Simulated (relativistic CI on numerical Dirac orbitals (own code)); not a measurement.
Level scheme of Pr III

Computed by Dirac-Coulomb-Breit CI, orbitals from a KLI potential per configuration, model QED (radiative potential, 1s self-energy scaled to tabulated hydrogen-like ionisation energies), valence Slater integrals scaled by 0.85, configuration energies shifted to the measured levels that pair with them (semi-empirical) (own radial code, finite nucleus).

Configuration list (outside the closed core [Xe]): 4f³, 4f²5d, 4f²6s, 4f5d², 4f²6p, 4f5d6s, 4f6s², 4f²6d, 4f²7s, 4f5d6p, 4f²5f, 4f²7p, 4f5d5f, 4f²5g, 4f6s6p, 4f²7d, 4f5f², 4f²6f, 4f5d5g, 4f²7f, 4f5g², 4f6p², 4f5f6s. Levels of other configurations are missing.

The lowest level is 4f³ ⁴I°9/2, with 96 % of that term; Hund's rules for 4f³ give ⁴I° with J = 9/2, in agreement.

```tsv
No.	Configuration	Term	J	E (eV)	%	Next component (%)
1	4f³	⁴I°	9/2	0.0000	96	2 ²H°
2	4f³	⁴I°	11/2	0.1574	97	1 4f²5f ⁴I°
3	4f³	⁴I°	13/2	0.3278	98	1 4f²5f ⁴I°
4	4f³	⁴I°	15/2	0.5078	97	1 4f²5f ⁴I°
5	4f³	²H°	9/2	1.2819	77	13 ²G°
6	4f³	⁴F°	3/2	1.3138	93	4 ²D°
7	4f³	⁴F°	5/2	1.3986	96	2 ²D°
8	4f³	⁴S°	3/2	1.4680	93	4 ²P°
9	4f³	⁴F°	7/2	1.4756	88	9 ²G°
10	4f³	²H°	11/2	1.5523	95	2 ⁴G°
11	4f²(3H)5d	⁴K	11/2	1.5531	78	17 ²I
12	4f³	⁴F°	9/2	1.5640	79	10 ²H°
13	4f²(3H)5d	²H	9/2	1.5928	57	40 ⁴I
14	4f²(3H)5d	⁴I	9/2	1.7354	56	40 ²H
15	4f³	²G°	7/2	1.7913	83	9 ⁴F°
16	4f²(3H)5d	⁴K	13/2	1.7951	95	5 ²I
17	4f²(3H)5d	²H	11/2	1.7956	64	13 ⁴K
18	4f²(3H)5d	⁴G	5/2	1.8357	89	10 ²F
19	4f²(3H)5d	⁴I	11/2	1.8445	92	4 ²I
20	4f²(3H)5d	⁴G	7/2	1.9658	91	4 ²F
21	4f³	⁴G°	5/2	1.9959	96	2 4f5d² ⁴G°
22	4f³	²G°	9/2	2.0225	66	13 ⁴F°
23	4f²(3H)5d	⁴H	7/2	2.0238	92	4 ²G
24	4f²(3H)5d	⁴K	15/2	2.0356	100	
25	4f²(3H)5d	⁴I	13/2	2.0442	97	2 ²I
26	4f³	²K°	13/2	2.0603	98	1 4f²5f ²K°
27	4f³	⁴G°	7/2	2.1154	91	6 ²G°
28	4f²(3H)5d	⁴G	9/2	2.1352	91	5 ⁴H
29	4f²(3H)5d	²I	11/2	2.1355	61	18 ²H
30	4f²(3H)5d	⁴H	9/2	2.1934	91	4 ⁴G
31	4f³	⁴G°	9/2	2.2416	87	9 ²G°
32	4f³	²K°	15/2	2.2422	96	2 ²L°
33	4f²(3H)5d	²I	13/2	2.2559	80	12 ⁴H
34	4f²(3H)5d	⁴I	15/2	2.2590	98	1 ²K
35	4f³	²D°	3/2	2.2669	47	43 ²P°
36	4f²(3H)5d	⁴K	17/2	2.2795	100	
37	4f²(3H)5d	⁴G	11/2	2.3363	77	11 ²H
38	4f³	⁴G°	11/2	2.3580	94	3 ²H°
39	4f²(3H)5d	⁴H	11/2	2.3753	88	6 ⁴G
40	4f²(3F)5d	²F	5/2	2.3782	69	12 ²D
41	4f³	²P°	1/2	2.4424	95	3 4f5d² ²P°
42	4f²(3F)5d	⁴H	7/2	2.4647	95	4 ²G
43	4f³	²D°	5/2	2.4680	95	3 4f5d² ²D°
44	4f²(3H)5d	⁴H	13/2	2.5811	88	12 ²I
45	4f²(3F)5d	²F	7/2	2.5949	87	7 ⁴F
46	4f²(3F)5d	⁴H	9/2	2.5962	68	22 ²H
47	4f²(3H)5d	⁴F	3/2	2.6183	87	10 ²D
48	4f²(3F)5d	⁴P	1/2	2.6338	78	17 ²P
49	4f²(3H)5d	²G	7/2	2.6614	62	15 ²F
50	4f²(1G)5d	²H	9/2	2.6670	48	30 ⁴H
51	4f²(3F)5d	⁴P	3/2	2.6891	77	10 ²D
52	4f³	²P°	3/2	2.7029	49	45 ²D°
53	4f²(3H)5d	⁴F	5/2	2.7112	68	14 ²F
54	4f²(3F)5d	⁴P	5/2	2.7340	61	16 ²D
55	4f²(3F)5d	⁴H	11/2	2.7680	88	8 ²H
56	4f²(3F)5d	⁴G	5/2	2.7860	85	7 ⁴F
57	4f²(3F)5d	²P	1/2	2.7907	48	33 ⁴D
58	4f²(3H)5d	⁴F	7/2	2.8580	51	34 ⁴G
59	4f²(1G)5d	²H	11/2	2.8877	70	18 ⁴G
60	4f²(3F)5d	²D	3/2	2.8930	70	9 ⁴D
61	4f²(3H)5d	⁴F	9/2	2.8950	42	36 ²G
62	4f²(3F)5d	⁴G	7/2	2.9170	46	28 ²G
63	4f²(3F)5d	⁴H	13/2	2.9349	82	10 ²K
64	4f²(3F)5d	⁴D	3/2	2.9940	63	20 ²P
65	4f²(3H)5d	²K	13/2	2.9964	86	12 ⁴H
66	4f²(1G)5d	²G	7/2	3.0069	52	21 ²F
67	4f²(3H)5d	²F	5/2	3.0113	61	15 ⁴F
68	4f²(3F)5d	⁴G	9/2	3.0424	66	24 ⁴F
69	4f²(3F)5d	⁴D	5/2	3.0849	88	7 ²D
70	4f²(3F)5d	⁴D	1/2	3.1171	62	35 ²P
```

Energies count from the lowest computed level; ° marks odd parity. Percentages are summed over parent terms; the parents shown are those of the largest component, closed shells are left out there. The list stops below the first level whose count of f electrons has no measured partner.

The mean weight of the leading LS term, summed over parents, in these 70 levels is 79 %, and that of the leading jj configuration (from the same eigenvectors) 54 %, so LS coupling describes them better.

Configurations whose levels could be paired with our table of measured levels were shifted onto them, all but the ground configuration, by the median error of their levels; single terms can still be off by 1,000 to 2,000 cm⁻¹ or more, and rates follow the energies as ν³ (E1, M1) or ν⁵ (E2). The others borrow a shift and can be off by several thousand cm⁻¹ or more. The fine structure of a lone outer electron comes out too small, for d and f at times inverted, and misplaced configurations move strength between like terms. 65 of the 80 excited levels that our extract of the measured tables holds in this range could be paired (the sources list more); they are missed by 1120 cm⁻¹ on average and 4380 at most, after the shifts were fitted to these levels, and levels without a partner can miss by more.

Landé's interval rule says that E(J) − E(J−1) = AJ with one A. For the ground term the intervals give A = 230.8, 211.5, 193.5 cm⁻¹ for J = 11/2, 13/2, 15/2; the multiplet is regular.

LS names give the leading component of a level, which can be under half, so a name can repeat, a term be missing and a line seem to break the LS rules.
